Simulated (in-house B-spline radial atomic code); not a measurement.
Radial electron density of neutral magnesium, [Ne] 3s2. Method: non-relativistic TPSSh, spin-polarised, spherical fractional occupations, exact exchange averaged over the configuration, point nucleus. Calculated with a radial B-spline atomic code at the basis-set limit.

Columns: r (bohr), 4πr²n(r) (electrons per bohr), bar.

```
 0.00513   0.3202 #
 0.00619   0.4544 #
 0.00746   0.6403 ##
   0.009   0.8981 ###
  0.0109    1.259 ####
  0.0131    1.725 ######
  0.0158    2.352 ########
   0.019     3.15 ##########
   0.023    4.196 ##############
  0.0277     5.44 ##################
  0.0334    6.905 #######################
  0.0403    8.533 ############################
  0.0486     10.2 ##################################
  0.0586    11.71 #######################################
  0.0707    12.84 ##########################################
  0.0853    13.34 ############################################
   0.103    13.02 ###########################################
   0.124     11.9 #######################################
    0.15    10.22 ##################################
    0.18    8.606 ############################
   0.218     7.53 #########################
   0.262    7.516 #########################
   0.316    8.503 ############################
   0.382    9.963 #################################
    0.46    10.98 ####################################
   0.555    10.88 ####################################
    0.67     9.48 ###############################
   0.808    7.175 ########################
   0.974    4.667 ###############
    1.17    2.649 #########
    1.42    1.347 ####
    1.71   0.8249 ###
    2.06   0.7215 ##
    2.49   0.7301 ##
       3   0.6735 ##
    3.62   0.5133 ##
    4.36   0.3026 #
    5.26   0.1369 
    6.34  0.04782 
    7.65  0.01213 
    9.23 0.002099 
    11.1 0.0002425
```

On this grid the curve has 3 maxima, near 0.0853, 0.46, 2.49 bohr.

The 3s up radial function P(r) = rR(r), positive near the nucleus:

```
r (bohr)         P
 0.00167  0.006989
 0.00242   0.01004
 0.00353   0.01444
 0.00513   0.02059
 0.00746    0.0291
  0.0109   0.04076
  0.0158    0.0556
   0.023   0.07391
  0.0334    0.0938
  0.0486    0.1111
  0.0707     0.117
   0.103   0.09776
    0.15    0.0392
   0.218  -0.06035
   0.316   -0.1724
    0.46   -0.2316
    0.67   -0.1611
   0.974   0.05371
    1.42    0.3369
    2.06    0.5505
       3    0.5785
    4.36    0.3889
    6.34    0.1546
    9.23    0.0324
```
